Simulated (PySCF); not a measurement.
# Al⁺ (aluminium, charge +1) across methods

[Ne] 3s2, closed-shell 1S. Calculation: PySCF 2.14, in aug-cc-pwCVDZ (6s5p3d, 36 functions); the non-relativistic Hamiltonian (point nucleus).

```tsv
method	E (hartree)	mean ε 2s (eV)	mean ε 2p (eV)	mean ε 3s (eV)	Σ⟨r²⟩ (bohr²)	⟨S²⟩
r2SCAN	-242.1020	-119.59	-79.795	-14.939	17.04	0.000
PW91	-242.1167	-116.14	-78.229	-14.863	16.93	0.000
wB97X-V	-242.0971	-124.46	-84.816	-17.970	17.03	0.000
r2SCAN0	-242.1005	-125.31	-84.037	-15.828	17.03	0.000
revPBE	-242.0880	-116.13	-77.987	-14.761	16.99	0.000
PBE	-242.0010	-116.05	-78.048	-14.808	16.93	0.000
PBE0	-242.0234	-122.85	-82.790	-15.752	16.96	0.000
LDA	-241.0854	-115.45	-78.196	-14.913	16.87	0.000
UHF	-241.66859	-142.01	-95.906	-17.753	17.35	0.000
```
